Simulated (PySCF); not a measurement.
[Ag3S]+ (singlet). Computed with PBE0 in PySCF with S def2-SVP, Ag def2-SVP with ECP28; scalar-relativistic core potentials, no spin–orbit coupling; density-fitted integrals.

Harmonic bands of its minimum:

| ω (cm⁻¹) | IR (km/mol, summed over degenerate members) | degeneracy |
| --- | --- | --- |
| 34 | 0.3 | 2 |
| 44 | 1.5 | 1 |
| 267 | 6.7 | 1 |
| 304 | 44.1 | 2 |

Task: The central atom is S. Infer the point group and assign the bands.

Result: C3v. The modes span 2e + 2a1: 34 e, 44 a1, 267 a1, 304 e. The computed geometry has S–Ag 2.380 Å (×3); Ag–S–Ag 98.5° (×3).

Stability towards spin polarisation was not tested. Other isomers or separated fragments may lie lower.
